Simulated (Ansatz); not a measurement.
```yaml
crystal:
  periodic: [false, false, false]
  atoms:
    - {symbol: N, position_ang: [-1.001642, -0.254186, -1.361683]}
    - {symbol: Cd, position_ang: [-0.006322, 0.342415, 0.281217]}
    - {symbol: S, position_ang: [1.009618, 1.218199, 2.185102]}
    - {symbol: H, position_ang: [-1.472223, -1.142565, -1.235750]}
    - {symbol: H, position_ang: [-0.399698, -0.356573, -2.170258]}
    - {symbol: H, position_ang: [1.870277, 0.192710, 2.301373]}
basis:
  gaussian: {orbitals: def2-TZVPD}
total_charge: 1
magnetization: {spin_polarized: true, initial_magnetization: 1}
hamiltonian: {xc: {name: HF}}
correlation: {method: mp2, frozen_orbitals: {N: 0}}
```

```sh
$ ansatz run in.yaml --threads 4 --pin off --events-out ev --progress --plain --max-ram 10444MiB
```

Shortened log:

```
Functional definition: HF
Error: "frozen_orbitals" has no count for Cd
```

In this input frozen orbitals are typed for one element alone, and the program wants a count for each. The input was rejected before any iteration.
